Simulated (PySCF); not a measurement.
Members of the series CXY, Y = methyl; each row names its spin state. All species are isolated molecules in the gas phase. One relaxed conformer stands for each flexible species; it need not be the lowest. Strings in code marks are SMILES.

Calculation: B3LYP-D3(BJ)/def2-TZVP run with PySCF. B3LYP has the VWN-RPA correlation part, as in Gaussian. 

A: X = hydroxy, multiplicity 3 (`[C](C)O` (excited triplet; C–C–O–H torsion 103°))
B: X = mercapto, multiplicity 3 (`[C](C)S` (excited triplet; C–C–S–H torsion 93°))
C: X = formyl, multiplicity 3 (`C[C]C=O` (triplet; the order of the spin states depends on the level; C–C–C–O torsion 180°))

A design calls for the highest highest occupied spin orbital in this set. Which member fits?

A (-4.98 eV); next is B (-5.70 eV).
